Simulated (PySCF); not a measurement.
Does the answer move with the share of exact exchange?

Species: C2H9NSi2.
SMILES: `C=C[SiH2]N[SiH3]`

Torsions of this conformer, `[CH2:1]=[CH:2][SiH2:3][NH:4][SiH3:5]`: C1–C2–Si3–N4 -3°, C2–Si3–N4–Si5 100°.

PySCF, def2-SVPD basis, density fitting, gas phase, PBE0-D3(BJ)/def2-SVP geometry; singlet excitations by full TDDFT with frozen cores, triplets by Tamm–Dancoff TDDFT and ionisation energies by ΔSCF, from the lowest of the holes tried. One functional is left out:

```csv
functional,exact exchange (%),HOMO energy (eV),LUMO energy (eV),lowest singlet excitation (eV),lowest triplet excitation (eV),mean polarisability (au),vertical ionisation energy (eV)
LDA,0,-6.23,-1.64,4.64,4.52,91.6,9.97
PBE,0,-6.13,-1.44,4.74,4.34,89.7,9.81
B3LYP,20,-7.22,-0.64,5.64,4.29,86.8,9.93
BHandHLYP,50,-8.69,0.66,6.58,4.10,83.6,9.38
```

Problem. Predict the row of PBE0 (25 % exact exchange) by straight lines through the other rows, and check it.

Solution. 
```json
{"property": "HOMO energy (eV)", "line": "-7.44", "computed": "-7.45", "computed − line": "-0.01", "B3LYP (20 %), for comparison": "-7.22"}
{"property": "LUMO energy (eV)", "line": "-0.43", "computed": "-0.43", "computed − line": "0.00", "B3LYP (20 %), for comparison": "-0.64"}
{"property": "lowest singlet excitation (eV)", "line": "5.69", "computed": "5.83", "computed − line": "+0.14", "B3LYP (20 %), for comparison": "5.64"}
{"property": "lowest triplet excitation (eV)", "line": "4.26", "computed": "4.19", "computed − line": "-0.07", "B3LYP (20 %), for comparison": "4.29"}
{"property": "mean polarisability (au)", "line": "86.9", "computed": "86.3", "computed − line": "-0.6", "B3LYP (20 %), for comparison": "86.8"}
{"property": "vertical ionisation energy (eV)", "line": "9.70", "computed": "9.28", "computed − line": "-0.42", "B3LYP (20 %), for comparison": "9.93"}
```

Problem. Which of these properties follows the share of exact exchange most closely, and which least?

Solution. Most closely the HOMO energy, least the vertical ionisation energy; the correlations over the tabulated rows are HOMO energy -0.999, LUMO energy 0.997, lowest singlet excitation 0.993, mean polarisability -0.964, lowest triplet excitation -0.905, vertical ionisation energy -0.860. The HOMO energy moves by -0.503 eV for every 10 %. Functionals with the same share still differ in their other parts: at 0 % LDA and PBE differ by 0.10 eV in it.
